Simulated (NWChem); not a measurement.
Program: NWChem. System: H5Si2, charge 0, spin multiplicity 2, at a geometry optimised with UPBE/def2-SVP. The structure started from a generated list of species. Its SCF solution wasn't tested for a lower state. Level: UPBE/def2-TZVP.

Input file:

```
start mol
memory heap 200 mb stack 900 mb global 1100 mb
geometry units angstroms nocenter noautoz
  Si    -0.130271    -1.209204     0.000000
  Si     0.053680     1.124187     0.000000
  H      0.420252    -1.876864     1.234431
  H      0.420252    -1.876864    -1.234431
  H     -0.627536     1.673000    -1.224738
  H     -0.627536     1.673000     1.224738
  H      1.486852     1.597962     0.000000
  symmetry group Cs
end
basis spherical
  * library def2-tzvp
end
dft
  xc xpbe96 cpbe96
  odft
  mult 2
  semidirect memsize 60000000 filesize 0
  iterations 100
end
task dft energy
```

Output (cleaned and shortened):

```
             Northwest Computational Chemistry Package (NWChem) 7.3.0
             --------------------------------------------------------

                                NWChem Input Module
                                -------------------

 Scaling coordinates for geometry "geometry" by  1.889725989
 (inverse scale =  0.529177249)

 Turning off AUTOSYM since
 SYMMETRY directive was detected!

                             Geometry "geometry" -> ""
                             -------------------------

 Output coordinates in angstroms (scale by  1.889725989 to convert to a.u.)

  No.       Tag          Charge          X              Y              Z
 ---- ---------------- ---------- -------------- -------------- --------------
    1 Si                  14.0000    -0.13027100    -1.20920400     0.00000000
    2 Si                  14.0000     0.05368000     1.12418700     0.00000000
    3 H                    1.0000     0.42025200    -1.87686400     1.23443100
    4 H                    1.0000     0.42025200    -1.87686400    -1.23443100
    5 H                    1.0000    -0.62753600     1.67300000    -1.22473800
    6 H                    1.0000    -0.62753600     1.67300000     1.22473800
    7 H                    1.0000     1.48685200     1.59796200     0.00000000

 Effective nuclear repulsion energy (a.u.)      82.0536724202

            Nuclear Dipole moment (a.u.)
            ----------------------------
        X                 Y               Z
 ---------------- ---------------- ----------------
     0.0000188973    -0.0000075589     0.0000000000

      Symmetry information
      --------------------

 Group name             Cs
 Group number              2
 Group order               2
 No. of unique centers     5

      Symmetry unique atoms

     1    2    3    5    7


 Summary of "ao basis" -> "" (spherical)
 ------------------------------------------------------------------------------
       Tag                 Description            Shells   Functions and Types
 ---------------- ------------------------------  ------  ---------------------
 *                         def2-tzvp                  on all atoms
[...]
    beta      1      2      3      4      5      6      7      8     10      9
 overlap   1.000  1.000  1.000  1.000  0.768  1.000  0.768  0.992  1.000  0.994

   alpha     11     12     13     14     15     16     17     18     19     20
    beta     11     12     13     14     15     16     17     18     19     20
 overlap   0.991  0.990  0.993  0.998  0.993  0.999  0.990  0.996  0.991  0.842

   alpha     21     22     23     24     25     26     27     28     29     30
    beta     21     23     22     24     25     26     27     28     29     30
 overlap   0.860  0.989  0.975  0.744  0.741  0.984  0.906  0.744  0.966  0.728

   alpha     31     32     33     34     35     36     37     38     39     40
    beta     31     32     34     36     33     35     37     38     39     40
 overlap   0.818  0.827  0.719  0.907  0.914  0.723  0.995  0.970  0.942  0.980

   alpha     41     42     43     44     45     46     47     48     49     50
    beta     41     42     43     44     45     46     48     47     49     50
 overlap   0.994  0.994  0.999  0.996  0.998  0.999  0.995  0.901  0.886  0.989

   alpha     51     52     53     54     55     56     57     58     59     60
    beta     51     52     53     54     55     56     57     58     59     60
 overlap   0.963  0.988  0.860  0.989  0.897  0.990  0.957  0.996  0.984  0.976

   alpha     61     62     63     64     65     66     67     68     69     70
    beta     61     62     63     64     65     66     67     68     69     70
 overlap   0.972  0.994  0.950  0.935  0.990  0.989  0.944  0.953  0.994  0.971

   alpha     71     72     73     74     75     76     77     78     79     80
    beta     71     72     73     75     74     76     77     79     78     80
 overlap   0.998  0.970  1.000  0.790  0.791  0.995  0.998  0.999  0.995  0.995

   alpha     81     82     83     84     85     86     87     88     89     90
    beta     81     82     83     84     85     86     87     88     89     90
 overlap   0.991  0.994  0.988  0.996  0.994  0.999  0.999  0.999  0.998  0.999

   alpha     91     92     93     94     95     96     97     98     99    100
    beta     91     92     93     94     95     96     97     98     99    100
 overlap   1.000  1.000  1.000  1.000  1.000  1.000  0.999  0.993  0.999  0.993

   alpha    101    102    103    104
    beta    101    102    103    104
 overlap   0.999  0.999  1.000  1.000

     --------------------------
     Expectation value of S2:
     --------------------------
      <S2> =      0.7538 (Exact =     0.7500)

 center of mass
 --------------
 x =  -0.03290690 y =  -0.03652756 z =   0.00000000

 moments of inertia (a.u.)
 ------------------
         348.721295795448         -17.010131949458           0.000000000000
         -17.010131949458          35.744978328796           0.000000000000
           0.000000000000           0.000000000000         340.935509804757

     Multipole analysis of the density
     ---------------------------------

     L   x y z        total         alpha         beta         nuclear
     -   - - -        -----         -----         ----         -------
     0   0 0 0     -0.000000    -17.000000    -16.000000     33.000000

     1   1 0 0      0.002059      0.381052     -0.379011      0.000019
     1   0 1 0      0.013527      1.080172     -1.066637     -0.000008
     1   0 0 1      0.000000      0.000000      0.000000      0.000000

     2   2 0 0    -23.081028    -20.661506    -15.380644     12.961122
     2   1 1 0      0.009803     -4.752326     -1.483212      6.245341
     2   1 0 1      0.000000      0.000000      0.000000      0.000000
     2   0 2 0    -23.115313   -110.721194   -102.946709    190.552590
     2   0 1 1      0.000000      0.000000     -0.000000      0.000000
     2   0 0 2    -22.684674    -22.935519    -21.345545     21.596390

 Task  times  cpu:        3.0s     wall:        3.0s

 Total times  cpu:        3.0s     wall:        3.0s
```
